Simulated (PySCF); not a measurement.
A PySCF script (with the pyscf-properties extension) for the spin–spin couplings of Arsine ([AsH3], AsH$_{3}$), on a PBE0-D3(BJ)/def2-SVP geometry:

```python
import basis_set_exchange as bse
import numpy as np
from pyscf import gto, dft
from pyscf.data import nist
from pyscf.prop import ssc

atoms = """
As    0.010451   -0.010415    0.625258
H    -0.754189   -1.008518   -0.237795
H    -0.497253    1.170038   -0.196088
H     1.261461   -0.141555   -0.237085
"""
names = {"As": "pcSseg-1", "H": "pcJ-1"}
basis = {el: gto.basis.parse(bse.get_basis(n, elements=[el], fmt="nwchem")) for el, n in names.items()}
mol = gto.M(atom=atoms, basis=basis, charge=0, verbose=0)
mf = dft.RKS(mol, xc="B3LYP")
mf.grids.level = 2
mf.grids.alignment = dft.numint.BLKSIZE   # the property module wants whole blocks of grid points
mf.conv_tol = 1e-9
mf.kernel()

sc = ssc.RKS(mf)
sc.with_fcsd = True   # Fermi contact and spin-dipole together
sc.max_cycle_cphf = 60
g = {"H": 5.58569468}   # nuclear g factors of 1H
sc.nuc_pair = [(i, j) for i in range(mol.natm) for j in range(i + 1, mol.natm)
               if mol.atom_pure_symbol(i) in g and mol.atom_pure_symbol(j) in g]
K = sc.kernel()
unit = nist.HARTREE2J / nist.PLANCK * (0.5 * nist.E_MASS / nist.PROTON_MASS) ** 2
for (i, j), k in zip(sc.nuc_pair, K):
    a, b = mol.atom_pure_symbol(i), mol.atom_pure_symbol(j)
    J = unit * g[a] * g[b] * np.trace(k) / 3
    if abs(J) >= 1:
        print("%s%d %s%d %8.1f Hz" % (a, i, b, j, J))
```

Q: What does it print?

A: 
```
H1 H2    -13.1 Hz
H1 H3    -13.1 Hz
H2 H3    -13.1 Hz
```

These numbers come from an equivalent density-fitted implementation of the same equations, which agrees with the script to about 0.1 Hz, so last digits may differ.

Size and cost of the density-fitted run: 71 basis functions, 1.9 s wall time on 1 thread of an Arm Neoverse V1, shared host.
